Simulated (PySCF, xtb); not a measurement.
BF2, SMILES F[B]F (connectivity only; charge and spin as stated), charge +1, multiplicity 1.

Harmonic wavenumbers (cm⁻¹) from xtb 6.7.1 with GFN2-xTB at its own minimum, in rising order: 360, 360, 1050, 2160.

Problem. What does PySCF with PBE0-D3(BJ)/def2-TZVP give at its own minimum? (The exact figures need the calculation; the answer reports its results.)

Solution. 459, 459, 1038, 2100. Paired by order, the mean absolute difference is 68 cm⁻¹ and the zero-point energies are 5.6 and 5.8 kcal/mol.
